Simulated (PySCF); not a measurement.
Compound: C2H7BO2Si.
Numbering: `[BH2:1][C@H:2]1[CH2:3][O:4][SiH2:5][O:6]1` (hydrogens: H7, H8 on B1; H9 on C2; H10, H11 on C3; H12, H13 on Si5)

Method: PBE0-D3(BJ)/def2-SVP geometry optimisation, gas phase (PySCF); density fitting, grid level 1; the optimiser is geomeTRIC in internal coordinates, started from a GFN2-xTB structure with every atom displaced at random (about 0.01 Å).

Step 8: E = -14817.8249 eV
```
atom  x, y, z in Å  |  force x, y, z in eV/Å
B1      2.0576   -0.1948   -0.2407    0.022  -0.012   0.001
C2      0.5901   -0.2984    0.2701   -0.087   0.039  -0.035
C3     -0.1135    1.0835    0.3209   -0.040  -0.015  -0.021
O4     -1.5055    0.8455    0.3561    0.041   0.004   0.004
Si5    -1.8422   -0.6494   -0.3280   -0.019  -0.017  -0.015
O6     -0.2539   -1.1518   -0.5014   -0.010   0.003   0.031
H7      2.4203   -0.7517   -1.2469   -0.002  -0.014   0.019
H8      2.8335    0.4826    0.3933   -0.003   0.017   0.001
H9      0.6246   -0.6729    1.3185    0.058  -0.023   0.001
H10     0.1947    1.6509    1.2120   -0.002  -0.007   0.008
H11     0.1328    1.6905   -0.5714    0.012   0.009   0.006
H12    -2.6560   -1.4638    0.6160    0.013  -0.002   0.006
H13    -2.5109   -0.5883   -1.6552    0.016   0.018  -0.005
```

Step 9: E = -14817.8266 eV
```
atom  x, y, z in Å  |  force x, y, z in eV/Å
B1      2.0608   -0.1992   -0.2410    0.031   0.012   0.012
C2      0.5897   -0.2889    0.2622   -0.043  -0.004  -0.054
C3     -0.1178    1.0872    0.3220   -0.111   0.000   0.034
O4     -1.5102    0.8423    0.3682    0.078   0.017  -0.003
Si5    -1.8419   -0.6472   -0.3277   -0.055  -0.049  -0.025
O6     -0.2530   -1.1441   -0.5086   -0.006   0.010   0.036
H7      2.4314   -0.7881   -1.2252    0.001  -0.022   0.008
H8      2.8355    0.4906    0.3816   -0.013   0.014   0.001
H9      0.6333   -0.6688    1.3093    0.043  -0.018   0.001
H10     0.1902    1.6511    1.2154    0.018   0.003  -0.011
H11     0.1166    1.6989   -0.5695    0.027   0.013   0.001
H12    -2.6501   -1.4749    0.6102    0.014   0.006   0.001
H13    -2.5129   -0.5769   -1.6538    0.016   0.017   0.000
```

Step 10: E = -14817.8298 eV
```
atom  x, y, z in Å  |  force x, y, z in eV/Å
B1      2.0666   -0.2063   -0.2448    0.020   0.046   0.034
C2      0.5895   -0.2713    0.2445    0.038  -0.077  -0.086
C3     -0.1282    1.0926    0.3273   -0.184   0.021   0.092
O4     -1.5196    0.8340    0.3932    0.117   0.032  -0.006
Si5    -1.8442   -0.6437   -0.3279   -0.072  -0.069  -0.027
O6     -0.2541   -1.1324   -0.5184    0.004   0.024   0.036
H7      2.4578   -0.8700   -1.1708    0.003  -0.029  -0.005
H8      2.8324    0.5206    0.3471   -0.023   0.007  -0.003
H9      0.6605   -0.6625    1.2884    0.011  -0.012   0.005
H10     0.1836    1.6496    1.2240    0.036   0.016  -0.032
H11     0.0857    1.7148   -0.5611    0.040   0.021  -0.006
H12    -2.6451   -1.4947    0.5954    0.005   0.014  -0.007
H13    -2.5135   -0.5487   -1.6537    0.006   0.006   0.007
```

**Question.** Estimate the geometry and energy of step 11. (The exact step hangs on the optimiser's Hessian estimate; all steps are aligned on step 10, rigid shifts and turns removed.)

**Answer.** E = -14817.8325 eV, largest force 0.186 eV/Å
```
atom  x, y, z in Å  |  force x, y, z in eV/Å
B1      2.0728   -0.2119   -0.2481    0.000   0.060   0.048
C2      0.5897   -0.2562    0.2215    0.066  -0.102  -0.104
C3     -0.1390    1.0965    0.3329   -0.155   0.024   0.099
O4     -1.5265    0.8239    0.4204    0.100   0.026  -0.010
Si5    -1.8486   -0.6408   -0.3281   -0.047  -0.048  -0.017
O6     -0.2570   -1.1201   -0.5333    0.007   0.026   0.030
H7      2.4900   -0.9535   -1.1004    0.002  -0.024  -0.009
H8      2.8218    0.5590    0.3090   -0.017   0.001  -0.007
H9      0.6891   -0.6612    1.2610   -0.009  -0.003   0.011
H10     0.1834    1.6474    1.2296    0.032   0.017  -0.031
H11     0.0559    1.7297   -0.5521    0.032   0.018  -0.008
H12    -2.6407   -1.5135    0.5815   -0.006   0.012  -0.011
H13    -2.5194   -0.5173   -1.6506   -0.005  -0.007   0.008
```

The energy changes by -0.0027 eV. The first-order estimate −F·Δx gives -0.0036 eV and the mean of the old and new forces, exact on a quadratic surface, -0.0025 eV. The step makes an angle of 86° with the force vector and moves no atom by more than 0.114 Å.

The cost below is that of the whole optimisation. The run took 86 s of wall time on one thread, Arm Neoverse V1 (aarch64), shared host, and the process peaked at 0.49 GiB of memory.
